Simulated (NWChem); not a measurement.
System: CH$_{7}$NSi; SMILES CN[SiH3]

All runs: NWChem. Geometry: optimised at PBE0/def2-SVP. Level M06-L/def2-SVP: energy and gradient on several grids; changes count from the extra-fine grid, which is no exact limit either.

| grid | size of the energy change (μHa) | largest change of a gradient component (μHa/bohr) | time, medium = 1 (rough) |
|---|---|---|---|
| xcoarse | 7000 | 5000 | 0.4 |
| coarse | 200 | 1000 | about 1 |
| medium | 60 | 400 | about 1 |
| fine | 10 | 100 | about 1 |
| xfine | < 10 | < 30 | 2 |
